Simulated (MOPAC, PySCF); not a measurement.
C$_{3}$H$_{2}$, SMILES `[C]1C=C1`, neutral singlet in the gas phase. 

Z-matrix (Å, degrees):
```
C
C 1 1.3194
H 2 1.0794 1 150.12
H 1 1.0794 2 150.12 3 0.00
C 1 1.4116 4 147.74 2 180.00
```
Charge 0, spin multiplicity 1.

All levels are single points at this geometry (PBE0-D3(BJ)/def2-TZVP); Pople sets use spherical d functions. Orbital energies aren't observables, and empty levels follow the basis.

| level | HOMO (eV) | LUMO (eV) | gap (eV) | dipole (D) | vertical IE, Delta-SCF (eV) |
|---|---|---|---|---|---|
| PBE0-D3(BJ)/def2-TZVP in PySCF | -6.74 | -0.94 | 5.81 | 3.48 | – |
| B3LYP/3-21G in PySCF | -5.86 | -0.83 | 5.03 | 3.23 | – |
| B3LYP/6-31G* in PySCF | -5.98 | -0.66 | 5.32 | 3.22 | 9.12 |
| BP86/6-31G* in PySCF | -4.90 | -1.75 | 3.15 | 3.20 | – |
| M06-2X/6-31G* in PySCF | -7.58 | 0.56 | 8.14 | 3.21 | – |
| PBE/6-31G* in PySCF | -4.78 | -1.67 | 3.11 | 3.20 | 8.98 |
| SVWN5/6-31G* in PySCF | -4.80 | -1.93 | 2.88 | 3.25 | 9.15 |
| HF/3-21G in PySCF | -9.80 | 3.80 | 13.60 | 3.35 | – |
| HF/6-31G* in PySCF | -9.82 | 4.01 | 13.82 | 3.37 | 8.07 |
| HF/STO-3G in PySCF | -7.93 | 7.67 | 15.60 | 2.72 | – |
| PM3 in MOPAC | -10.00 | -0.21 | 9.79 | 3.13 | – |
| PM6 in MOPAC | -10.21 | -0.14 | 10.06 | 2.67 | – |
| PM7 in MOPAC | -10.38 | -0.23 | 10.15 | 2.55 | – |
